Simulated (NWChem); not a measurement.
FeCl$_{2}$, quintet; SMILES [Cl][Fe][Cl]

Computed with NWChem. Pople sets run with spherical d functions. Spin-unrestricted. Spin-contaminated determinants: UHF/STO-3G (<S²> = 6.62). Structure relaxed at the B3LYP/6-31G* (spherical d), spin-unrestricted level. No stability test was run on the SCF state. Total energies compare along this basis series because the functional is fixed.

| level | basis functions | energy (Ha) | highest occupied level (eV) | lowest empty minus highest occupied level, either spin (eV) | <S²> |
|---|---|---|---|---|---|
| UHF/STO-3G | 36 | -2157.6948 | -4.73 | 0.51 | 6.62 |
| UHF/3-21G | 53 | -2170.9963 | -12.45 | 13.11 | 6.03 |
| UHF/6-31G* | 70 | -2181.3721 | -12.30 | 13.29 | 6.02 |
